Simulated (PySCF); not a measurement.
germylsulfanylgermane (Ge2H6S), SMILES [S]([GeH3])[GeH3].

The structure is a stationary point at B3LYP-D3(BJ)/def2-SVP.

Computed with TDDFT-PBE/def2-SVPD run with PySCF.

Vertical excitations. 

Computed lowest excited states:
```tsv
state	energy (eV)	λ (nm)	f	main pairs
S1	4.86	255	0.016	HOMO→LUMO 99 %
S2	5.05	246	0.000	HOMO→LUMO+1 100 %
S3	5.33	233	0.000	HOMO→LUMO+2 99 %
S4	5.73	216	0.001	HOMO→LUMO+3 99 %
S5	6.32	196	0.006	HOMO→LUMO+4 78 %, HOMO−1→LUMO+1 22 %
S6	6.42	193	0.000	HOMO→LUMO+5 100 %
S7	6.43	193	0.063	HOMO−1→LUMO 87 %
S8	6.74	184	0.002	HOMO−2→LUMO 48 %, HOMO−1→LUMO+1 39 %, HOMO→LUMO+4 11 %
S9	6.75	184	0.008	HOMO→LUMO+6 74 %, HOMO−1→LUMO+2 14 %
S10	6.89	180	0.016	HOMO−1→LUMO+2 85 %
T1	4.44	279	0	HOMO→LUMO 100 %
T2	4.71	263	0	HOMO→LUMO+1 99 %
T3	5.25	236	0	HOMO→LUMO+2 99 %
T4	5.58	222	0	HOMO→LUMO+3 99 %
```
Triplets are in the Tamm–Dancoff approximation, which puts them higher than full response would, so one can lie above its singlet here.
